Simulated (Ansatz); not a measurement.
Several settings on one geometry of the cluster GeS3⁻ (that of the charge -1 doublet, PBE0-D4/def2-SVPD). Ansatz on 4 threads of Arm Neoverse V1 on a shared host; times are rough.

```xyz
4

Ge   -0.118   -0.105   -0.104
S    -0.311    0.713    1.862
S     1.840    0.651   -0.514
S    -1.411   -1.258   -1.245
```

Totals from different functionals, basis sets or treatments of relativity can't be compared as stabilities.

Problem. Give the basis size and estimate the energy, ⟨S²⟩ and time of these runs.

```tsv
run	method	charge	state	further keys
1	UKS PBEsol/aug-cc-pVTZ	-1	doublet	final_grid: {core_spheres: 8, valence_spheres: 7, degree: 23}; scf: {omitted_lower_state_checks: [starts]}
2	UKS PBE0/def2-TZVPP	-1	doublet	forces asked
3	UKS PBE0-D3(BJ)/aug-pcseg-2	-1	doublet	final_grid: {core_spheres: 20, valence_spheres: 16, degree: 47}; scf: {lower_state_search: off}; forces asked
```

Solution. 
| run | functions | energy (Eh) | ⟨S²⟩ | wall time |
| --- | --- | --- | --- | --- |
| 1 | 209 | -3267.6242 | 0.75 | 2.7 s |
| 2 | 174 | -3271.0852 | 0.76 | 8.5 s |
| 3 | 209 | -3271.1532 | 0.76 | 7.5 s |

The highest occupied level of an anion often lies above zero with these methods, and sets without diffuse functions describe the outer electron poorly.
